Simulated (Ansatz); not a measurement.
Geometry optimisation, RKS B3LYP/def2-SVP (Ansatz 0.2.0).

Input file:

```yaml
crystal:
  periodic: [false, false, false]
  atoms:
    - { symbol: C, position_ang: [-0.5385, 0.4979, -0.5597] }
    - { symbol: C, position_ang: [0.2934, -0.6472, -0.2205] }
    - { symbol: Ge, position_ang: [1.4323, -0.2018, 1.2638] }
    - { symbol: H, position_ang: [-1.1711, 0.2872, -1.4287] }
    - { symbol: H, position_ang: [0.0403, 1.4068, -0.8787] }
    - { symbol: H, position_ang: [-1.2226, 0.8342, 0.2955] }
    - { symbol: H, position_ang: [0.9471, -0.9173, -1.0924] }
    - { symbol: H, position_ang: [-0.298, -1.4954, 0.0526] }
    - { symbol: H, position_ang: [0.6056, 0.1893, 2.551] }
basis:
  gaussian: { orbitals: def2-SVP }
hamiltonian:
  xc: b3lyp
relax:
  f_tol: 0.015
  max_steps: 40
```

Run as:

```bash
$ ansatz run input.yaml --threads 1 --pin off --max-ram 2048MiB --backend cpu --events-out ev --progress --plain --runs-dir out
```

Question: Where does it end, and by what steps?

Answer: The run converged. After 11 steps the energy has fallen by 0.542 eV; H9 moved furthest, 0.37 Å.

```json
{"step": "0", "energy less start (eV)": "0.0000", "largest force component (eV/Å)": "2.793", "accepted": "yes"}
{"step": "1", "energy less start (eV)": "-0.4590", "largest force component (eV/Å)": "1.135", "accepted": "yes"}
{"step": "2", "energy less start (eV)": "-0.5126", "largest force component (eV/Å)": "0.389", "accepted": "yes"}
{"step": "3", "energy less start (eV)": "-0.5224", "largest force component (eV/Å)": "0.320", "accepted": "yes"}
{"step": "4", "energy less start (eV)": "-0.5343", "largest force component (eV/Å)": "0.349", "accepted": "yes"}
{"step": "5", "energy less start (eV)": "-0.5405", "largest force component (eV/Å)": "0.118", "accepted": "yes"}
{"step": "6", "energy less start (eV)": "-0.5414", "largest force component (eV/Å)": "0.060", "accepted": "yes"}
{"step": "7", "energy less start (eV)": "-0.5417", "largest force component (eV/Å)": "0.035", "accepted": "yes"}
{"step": "8", "energy less start (eV)": "-0.5420", "largest force component (eV/Å)": "0.031", "accepted": "yes"}
{"step": "9", "energy less start (eV)": "-0.5420", "largest force component (eV/Å)": "0.025", "accepted": "yes"}
{"step": "10", "energy less start (eV)": "-0.5420", "largest force component (eV/Å)": "0.026", "accepted": "no"}
{"step": "11", "energy less start (eV)": "-0.5421", "largest force component (eV/Å)": "0.006", "accepted": "yes"}
```

```xyz
9
Properties=species:S:1:pos:R:3
C -0.586 0.542 -0.547
C 0.356 -0.616 -0.202
Ge 1.561 -0.490 1.407
H -1.229 0.308 -1.414
H -0.026 1.457 -0.803
H -1.243 0.792 0.301
H 0.964 -0.917 -1.073
H -0.232 -1.525 0.059
H 0.524 0.402 2.256
```

Whether the end is a true minimum wasn't checked by a vibrational analysis.

Time of the run: 47 s on 1 thread of Intel(R) Xeon(R) Processor @ 2.70GHz, on a shared host, peak memory 0.19 GiB.
